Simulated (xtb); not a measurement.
Harmonic IR lines of one isomer of C$_{3}$H$_{6}$O, unscaled. All values below come from GFN2-xTB (xtb).

wavenumber (cm⁻¹): 125 (w), 1011 (s), 1079 (s), 1094 (w), 1111 (w), 1228 (vw), 1272 (w), 2922 (vs), 2948 (vs), 3031 (s)

Problem. Identify which structure gives these lines.
A) `C1COC1`
B) `C/C=C/O`
C) `C=CCO`
D) `CCC=O`

Solution. A, `C1COC1`
